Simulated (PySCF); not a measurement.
C5H8F3NSi.
InChI=1S/C5H8F3NSi/c6-4(5(7)8)3-1-2-9-10-3/h3,9H,1-2,10H2/t3-/m0/s1

Theory: PySCF 2.14.0, density-fitted response routines, TDDFT CAM-B3LYP/def2-SVPD, vertical, gas phase, core orbitals frozen in the response. Geometry: PBE0-D3(BJ)/def2-SVP, one conformer, isolated molecule.

```csv
state,λ (nm),E (eV),f,"main configurations (H = HOMO, L = LUMO)"
S1,209.2,5.93,0.0039,"H→L+1 (39%), H-1→L+1 (35%), H→L (13%)"
S2,200.2,6.19,0.0049,"H→L (56%), H-1→L (27%)"
S3,194.1,6.39,0.0084,"H-1→L (35%), H→L+2 (16%), H→L (9%)"
S4,179.8,6.90,0.015,"H-1→L+1 (32%), H→L+1 (29%), H→L+6 (9%)"
S5,176.1,7.04,0.0048,"H→L+4 (28%), H-1→L+4 (17%)"
S6,172.2,7.20,0.077,"H→L+2 (41%), H-1→L+6 (10%), H→L+3 (10%)"
S7,168.9,7.34,0.0092,"H→L+6 (20%), H-1→L+6 (17%), H-1→L+2 (16%)"
S8,168.6,7.36,0.387,"H-1→L+2 (49%), H→L+2 (23%)"
S9,165.1,7.51,0.137,"H→L+3 (45%), H-1→L+3 (24%), H→L+6 (9%)"
S10,163.1,7.60,0.0020,"H→L+5 (30%), H→L+4 (15%), H-1→L+5 (14%)"
```

Triplets (Tamm–Dancoff): T1 4.38 eV, H→L+2 (21%), H-1→L+2 (17%), H→L+3 (15%); T2 5.63 eV, H→L+1 (34%), H-1→L+1 (30%), H→L (15%); T3 5.93 eV, H→L (46%), H-1→L (31%); T4 6.21 eV, H-1→L (24%), H→L+2 (12%), H→L (11%).

The lowest singlet lies at 5.93 eV (209 nm, ultraviolet) and is very weak; its leading configuration is HOMO→LUMO+1 (39%). The strongest level in the table is S8 at 7.36 eV (169 nm, f = 0.387). Löwdin shares by element: HOMO carbon 27% or more, nitrogen 26%, silicon 8% (atoms not listed hold the other 40%); LUMO carbon 31% or more, silicon 17%, hydrogen 7% or more (atoms not listed hold the other 46%). Of the 10 states listed, 4 reach f = 0.01 and none stays under 0.0005. Weighted by f, the mean energy of these states is 7.33 eV. The listed states span 1.67 eV, and the widest gap between neighbours is 0.51 eV (S3 to S4). The vertical ionisation energy (ΔSCF) is 8.92 eV, 1.32 eV above S10. Singlets were solved by full linear response, triplets in the Tamm–Dancoff approximation.

Time: 4.3 min wall; peak memory 1.4 GiB. Hardware: Intel Xeon 6975P-C, one thread, no GPU, on a shared host.
